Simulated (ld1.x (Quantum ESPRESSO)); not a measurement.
**Sn: PAW pseudisation with PBE, scalar-relativistic reference atom.**

Input for ld1.x (Quantum ESPRESSO) 7.5:

```
&input
   title='Sn', zed=50., rel=1, dft='PBE', iswitch=3,
   config='[Kr] 4d10 5s1 5p3',
   nld=3, rlderiv=2.70, eminld=-4.0, emaxld=5.0, deld=0.02
 /
 &inputp
   pseudotype=3, lpaw=.true., tm=.true., lloc=-2, rcloc=1.45,
   nlcc=.true., new_core_ps=.true., rcore=0.95,
   which_augfun='PSQ', rmatch_augfun_nc=.true.,
   file_pseudopw='Sn.UPF', file_wfcaegen='ae.wfc', file_wfcncgen='nc.wfc', file_beta='beta', file_chi='chi', file_wfcusgen='us.wfc'
 /
6
5S  1  0   1.00   0.00  1.75  1.95  0.0
5S  1  0   0.00   0.80  1.75  1.95  0.0
5P  2  1   3.00   0.00  1.90  2.50  0.0
5P  2  1   0.00   1.05  1.90  2.50  0.0
4D  3  2  10.00   0.00  1.65  1.80  0.0
4D  3  2   0.00   1.60  1.65  1.80  0.0
 &test
   configts(1)='4d10 5s1 5p3'
 /
```

Command:

```bash
ld1.x < Sn.in > Sn.out
```

Output (shortened: banner, matrices, multipoles, cross overlaps and the repeated all-electron block are left out):

```
Program LD1 v.7.5
     --------------------------- All-electron run ----------------------------

     Sn
     scalar relativistic calculation

     atomic number is 50.00
     dft =PBE   lsd =0 sic =0 latt =0  beta=0.20 tr2=1.0E-14
     Exchange-correlation= PBE
                           (   1   4   3   4   0   0   0)
     mesh =1243 r(mesh) = 100.78374 a.u. xmin = -7.00 dx = 0.01250
     1 Ry =  13.60569312 eV, c = 137.03599908

     n l     nl                  e(Ry)          e(Ha)          e(eV)
     1 0     1S 1( 2.00)     -2132.6239     -1066.3119    -29015.8260
     2 0     2S 1( 2.00)      -322.0440      -161.0220     -4381.6315
     2 1     2P 1( 6.00)      -289.1049      -144.5525     -3933.4728
     3 0     3S 1( 2.00)       -62.2381       -31.1190      -846.7919
     3 1     3P 1( 6.00)       -51.4749       -25.7375      -700.3523
     4 0     4S 1( 2.00)        -9.9575        -4.9787      -135.4782
     4 1     4P 1( 6.00)        -6.7062        -3.3531       -91.2428
     3 2     3D 1(10.00)       -34.9092       -17.4546      -474.9635
     4 2     4D 1(10.00)        -2.0078        -1.0039       -27.3178
     5 0     5S 1( 1.00)        -0.8389        -0.4195       -11.4144
     5 1     5P 1( 3.00)        -0.3173        -0.1586        -4.3166

     final scf error:  2.4E-15 reached in  26 iterations

     Etot =  -12353.897991 Ry,   -6176.948995 Ha, -168083.344936 eV

     Ekin =   12898.570263 Ry,    6449.285131 Ha,  175493.988721 eV
     Encl =  -29868.993222 Ry,  -14934.496611 Ha, -406388.355666 eV
     Eh   =    4945.939922 Ry,    2472.969961 Ha,   67292.940784 eV
     Exc  =    -329.414954 Ry,    -164.707477 Ha,   -4481.918775 eV

     normalization and overlap integrals

     s(1S/1S) =  1.000000  <r> =   0.0291  <r2> =    0.0011  r(max) =   0.0188
     s(2S/2S) =  1.000000  <r> =   0.1255  <r2> =    0.0186  r(max) =   0.1054
     s(2P/2P) =  1.000000  <r> =   0.1096  <r2> =    0.0147  r(max) =   0.0853
     s(3S/3S) =  1.000000  <r> =   0.3393  <r2> =    0.1317  r(max) =   0.3090
     s(3P/3P) =  1.000000  <r> =   0.3377  <r2> =    0.1323  r(max) =   0.3013
     s(4S/4S) =  1.000000  <r> =   0.8185  <r2> =    0.7580  r(max) =   0.7412
     s(4P/4P) =  1.000000  <r> =   0.8856  <r2> =    0.8961  r(max) =   0.7890
     s(3D/3D) =  1.000000  <r> =   0.3146  <r2> =    0.1175  r(max) =   0.2498
     s(4D/4D) =  1.000000  <r> =   1.0952  <r2> =    1.4258  r(max) =   0.8829
     s(5S/5S) =  1.000000  <r> =   2.3631  <r2> =    6.3722  r(max) =   1.9897
     s(5P/5P) =  1.000000  <r> =   3.1377  <r2> =   11.4831  r(max) =   2.5231

     ------------------------ End of All-electron run ------------------------

     --------------------- Generating PAW atomic setup --------------------

      Generating local potential from pseudized AE potential:
      Matching radius rcloc =   1.4500
      Enforcing V''(0)=0 (lloc=-2)

      Local pseudo, rcloc= 1.438 Estimated cut-off energy=    15.51 Ry

      Computing core charge for nlcc:

       r > 0.95 : true rho core
      Core charge pseudized with two Bessel functions
      Integrated core pseudo-charge :  12.28
      Wfc-us  5S rcutus= 1.941  Estimated cut-off energy=    11.65 Ry
      Wfc-us  5S rcutus= 1.941  Estimated cut-off energy=    14.15 Ry
      Wfc-us  5P rcutus= 2.492  Estimated cut-off energy=    12.03 Ry
      Wfc-us  5P rcutus= 2.492  Estimated cut-off energy=    15.07 Ry
      Wfc-us  4D rcutus= 1.800  Estimated cut-off energy=    37.16 Ry
      Wfc-us  4D rcutus= 1.800  Estimated cut-off energy=    30.33 Ry

     Required augmentation: PSQ   radius:    2.500000

     Q pseudized with Bessel functions
     Expected ecutrho=     169.8916 due to l1=  2   l2=  2

     Estimated PAW energy = -441.259118 Ryd

     ------------------- End of pseudopotential generation -------------------

     Computing logarithmic derivative in   2.70269
     Computing logarithmic derivative in   2.70269
     Computing the partial wave expansion
     R is outside the sphere for l=    0 j= 0.00
     R is outside the sphere for l=    0 j= 0.00
     R is outside the sphere for l=    1 j= 0.00
     R is outside the sphere for l=    1 j= 0.00
     R is outside the sphere for l=    2 j= 0.00
     R is outside the sphere for l=    2 j= 0.00

     ---------------------- Testing the pseudopotential ----------------------

     Sn
     scalar relativistic calculation

     atomic number is 50.00   valence charge is 14.00
     dft = SLA  PW   PBX  PBC   lsd =0 sic =0 latt =0  beta=0.20 tr2=1.0E-14
     mesh =1243 r(mesh) = 100.78374 xmin = -7.00 dx = 0.01250

     n l     nl             e AE (Ry)        e PS (Ry)    De AE-PS (Ry)
     3 2     4D   1(10.00)       -2.00782       -2.00783        0.00000
     1 0     5S   1( 1.00)       -0.83895       -0.83895        0.00000
     2 1     5P   1( 3.00)       -0.31727       -0.31727        0.00000

     eps = 9.0E-15  iter =  3

     Etot =  -12353.897991 Ry,   -6176.948995 Ha, -168083.344936 eV
     Etotps =  -441.259137 Ry,    -220.629568 Ha,   -6003.636402 eV

     Ekin =     255.477307 Ry,     127.738654 Ha,    3475.945840 eV
     Encl =    -486.766963 Ry,    -243.383481 Ha,   -6622.801920 eV
     Ehrt =     119.445466 Ry,      59.722733 Ha,    1625.138354 eV
     Ecxc =    -329.414947 Ry,    -164.707473 Ha,   -4481.918676 eV
     (Ecc =     -26.156349 Ry,     -13.078175 Ha,    -355.875262 eV)

     ---------------------- End of pseudopotential test ----------------------
```

Generation and configuration tests took about 2.1 s on one core of a shared server CPU.
